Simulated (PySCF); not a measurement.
This PySCF input asks for the NMR shieldings of SMILES CB(C)[Si@@]1(F)C=C(C)CC1, C7H14BFSi; the geometry comes from GFN2-xTB.

```python
import basis_set_exchange as bse
import numpy as np
from pyscf import gto, dft
from pyscf.prop import nmr

atoms = """
C     3.485095   -0.126929   -0.752633
B     2.011325   -0.575251   -0.443125
C     1.599946   -2.092435   -0.542498
Si    0.684064    0.765902    0.067210
F     1.381509    2.261296    0.065207
C    -0.962554    0.882747   -0.837387
C    -1.994601    0.596524   -0.046303
C    -3.429533    0.587698   -0.463664
C    -1.689449    0.221264    1.378339
C    -0.254901    0.628818    1.733124
H     4.141914   -0.910430   -1.125602
H     3.936940    0.275201    0.155558
H     3.506325    0.700948   -1.460830
H     0.841006   -2.217292   -1.316039
H     2.416398   -2.773704   -0.773304
H     1.127842   -2.438667    0.376732
H    -1.111180    1.129918   -1.877216
H    -3.875820   -0.385624   -0.259202
H    -3.988343    1.332448    0.103186
H    -3.532304    0.806674   -1.523640
H    -1.802134   -0.863510    1.475187
H    -2.416057    0.677157    2.056191
H     0.175741   -0.069666    2.447611
H    -0.262964    1.606679    2.213604
"""
names = dict.fromkeys(["C", "B", "Si", "F", "H"], "pcSseg-1")
basis = {el: gto.basis.parse(bse.get_basis(n, elements=[el], fmt="nwchem")) for el, n in names.items()}
mol = gto.M(atom=atoms, basis=basis, charge=0, verbose=0)
mf = dft.RKS(mol, xc="PBE0")
mf.grids.level = 2
mf.grids.alignment = dft.numint.BLKSIZE   # the property module wants whole blocks of grid points
mf.conv_tol = 1e-9
mf.kernel()

calc = nmr.RKS(mf)   # GIAO
C = mf.mo_coeff
Co = C[:, mf.mo_occ > 0]
resp = mf.gen_response(singlet=True, hermi=2)
def vind(x):   # induced exchange potential for any number of trial vectors
    d = np.einsum("pi,xij,qj->xpq", C, 2 * x.reshape(-1, C.shape[1], Co.shape[1]), Co, optimize=True)
    return np.einsum("xpq,pi,qj->xij", resp(d - d.transpose(0, 2, 1)), C, Co, optimize=True).ravel()
mo1, _ = nmr.rhf.solve_mo1(calc, with_cphf=vind)
sigma = calc.kernel(mo1)
for i, s in enumerate(sigma):   # ppm
    w = np.linalg.eigvalsh((s + s.T) / 2)
    print("%2d %-2s iso %8.1f  s11 %8.1f  s22 %8.1f  s33 %8.1f" % (i, mol.atom_pure_symbol(i), w.mean(), *w))
```

Question: What does it print?

Answer: 
```
 0 C  iso    161.5  s11    130.8  s22    174.4  s33    179.1
 1 B  iso     -8.4  s11    -79.1  s22    -73.5  s33    127.6
 2 C  iso    165.2  s11    137.2  s22    177.8  s33    180.7
 3 Si iso    305.0  s11    246.6  s22    288.0  s33    380.3
 4 F  iso    369.0  s11    356.5  s22    366.9  s33    383.6
 5 C  iso     54.8  s11    -40.7  s22     55.4  s33    149.7
 6 C  iso     12.0  s11   -109.5  s22      2.1  s33    143.4
 7 C  iso    160.9  s11    146.1  s22    149.1  s33    187.3
 8 C  iso    146.5  s11    123.7  s22    144.6  s33    171.3
 9 C  iso    167.3  s11    142.4  s22    173.3  s33    186.1
10 H  iso     30.1  s11     26.7  s22     29.1  s33     34.4
11 H  iso     30.2  s11     26.2  s22     29.6  s33     34.7
12 H  iso     29.7  s11     25.4  s22     29.8  s33     34.0
13 H  iso     30.6  s11     25.9  s22     30.8  s33     35.0
14 H  iso     30.1  s11     26.7  s22     28.9  s33     34.8
15 H  iso     30.4  s11     25.9  s22     30.9  s33     34.5
16 H  iso     25.8  s11     24.2  s22     25.3  s33     27.9
17 H  iso     29.8  s11     26.0  s22     28.2  s33     35.2
18 H  iso     29.6  s11     26.0  s22     27.9  s33     35.1
19 H  iso     29.5  s11     25.1  s22     28.6  s33     34.8
20 H  iso     29.5  s11     25.5  s22     28.6  s33     34.4
21 H  iso     29.2  s11     23.8  s22     29.1  s33     34.6
22 H  iso     30.6  s11     26.6  s22     28.8  s33     36.2
23 H  iso     30.5  s11     25.4  s22     28.8  s33     37.3
```

These numbers come from an equivalent density-fitted implementation of the same equations, which agrees with the script to about 0.01 ppm for H and up to a few tenths of a ppm for heavy atoms, so last digits may differ.

Size and cost of the density-fitted run: 247 basis functions, 110 s wall time on 1 thread of an Arm Neoverse N1, shared host; peak memory 1.1 GiB.
